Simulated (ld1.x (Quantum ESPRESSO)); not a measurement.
**What one change does to a pseudopotential (tantalum (Ta), TM)**

| Property | Result |
| --- | --- |
| Element | tantalum (Ta) |
| Generator | ld1.x (Quantum ESPRESSO) 7.5 |
| Type | norm-conserving Troullier–Martins (Kleinman–Bylander form) |
| Functional | LDA (PZ) |
| Relativity | scalar-relativistic |
| Frozen core | [Xe] 4f14 |
| Valence charge | 5 |
| Reference configuration | 5d3 6s2 6p0 |
| Partial waves | 6p (bound, empty): rc 3.65 bohr; 5d (bound): rc 2.50 bohr; 6s (bound): rc 2.70 bohr |
| Local potential | the s channel |
| Core correction | none |

All-electron outer shells of the reference configuration (LDA (PZ), scalar-relativistic, ld1.x):

```csv
shell,level (eV),outermost node (bohr),outermost maximum (bohr)
5p,-39.56,0.58,1.13
4f,-24.93,–,0.44
6s,-5.62,1.32,2.74
5d,-3.79,0.65,1.58
6p,-1.48,1.59,3.89
```

Change: wave 5d (bound): rc 2.50 bohr becomes 5d (bound): rc 2.64 bohr.

Cutoffs: the cutoffs (Ry, on a coarse ladder) from which the occupation-weighted sum of valence levels, in a spherical-Bessel basis at the reference potential, stays within 10 and 1 mRy of its value at 400 Ry; they do not see the model core or the augmentation charge, which bear on the density cutoff. Errors are all-electron minus pseudo energies relative to the spin-unpolarised reference configuration.

**Question.** Predict the effect on cutoff, ghosts and configuration errors.

**Answer.** The potential gets neither clearly harder nor softer (25 Ry and 30 Ry → 25 Ry and 30 Ry); of the 9 tests that both files solve, the error grows in 2 and shrinks in 0 by more than 15 % and 0.3 meV (median size 6.6 → 7.2 meV); neither file shows a bound ghost.

```csv
quantity,base,changed
"cutoff, loose",25 Ry,25 Ry
"cutoff, tight",30 Ry,30 Ry
bound ghosts,none,none
"error for 5d3 6s1 6p0, meV [ΔE 8.70 eV]",+6.6,+6.7
"error for 5d3 6s0 6p0, meV [ΔE 24.01 eV]",+53,+53
"error for 5d2 6s0 6p0, meV [ΔE 47.94 eV]",+120,+120
"error for 5d3.5 6s1.5 6p0, meV [ΔE 0.98 eV]",-3.7,-3.2
"error for 5d2 6s2 6p0, meV [ΔE 7.91 eV]",+0.8,+3.0
"error for 5d4 6s0 6p0, meV [ΔE 10.17 eV]",+3.0,+7.2
"error for 5d3 6s1.5 6p0, meV [ΔE 3.56 eV]",+0.6,+0.7
"error for 5d3 6s2 6p0 (spin-polarised), meV [ΔE -1.05 eV]",+1315,+1313
"error for 5d3 6s1 6p0 (spin-polarised), meV [ΔE 6.73 eV]",+1917,+1916
s: phases at 3.97 bohr within 0.05 rad from the reference energy up to (Ry; the scan ends near 5),1.0,1.0
p: phases at 3.97 bohr within 0.05 rad from the reference energy up to (Ry; the scan ends near 5),1.5,1.5
d: phases at 3.97 bohr within 0.05 rad from the reference energy up to (Ry; the scan ends near 5),0.6,0.6
```
